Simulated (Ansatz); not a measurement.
FH5OSSi2, SMILES `O[SiH2]S[SiH2]F`, relaxed with RKS PBE0-D4/def2-TZVP in Ansatz from a PBE-D4/def2-SVP geometry. The force threshold is 0.005 eV/Å; the program also tests the step.

Charge 0, multiplicity 1.

Start:

```xyz
10

O     0.290    1.898   -0.877
Si   -0.026    0.376   -1.485
S    -1.507   -0.691   -0.272
Si   -0.227   -0.910    1.422
F     0.522    0.547    1.693
H     0.562    1.869    0.063
H    -0.646    0.540   -2.833
H     1.207   -0.488   -1.531
H     0.889   -1.887    1.205
H    -1.064   -1.252    2.615
```

```tsv
step	energy (eV)	largest force (eV/Å)	largest move (Å)
1	-31428.4546	0.996	0.000
2	-31428.5217	0.653	0.051
3	-31428.5437	0.192	0.046
4	-31428.5493	0.096	0.040
5	-31428.5523	0.125	0.043
6	-31428.5540	0.078	0.056
7	-31428.5549	0.042	0.012
8	-31428.5552	0.027	0.010
9	-31428.5554	0.021	0.014
10	-31428.5557	0.006	0.020
11	-31428.5558	0.011	0.020
12	-31428.5558	0.012	0.009
13	-31428.5558	0.005	0.003
14	-31428.5558	0.003	0.002
```

End:

```xyz
10

O     0.285    1.913   -0.994
Si   -0.031    0.375   -1.447
S    -1.516   -0.560   -0.202
Si   -0.224   -0.926    1.426
F     0.525    0.443    1.822
H     0.560    2.048   -0.084
H    -0.596    0.435   -2.809
H     1.186   -0.475   -1.381
H     0.849   -1.886    1.090
H    -1.038   -1.367    2.579
```

Hardware: 4 threads of an AMD EPYC 7B13 on a shared host. Wall time 45 s, peak host memory 0.63 GiB.
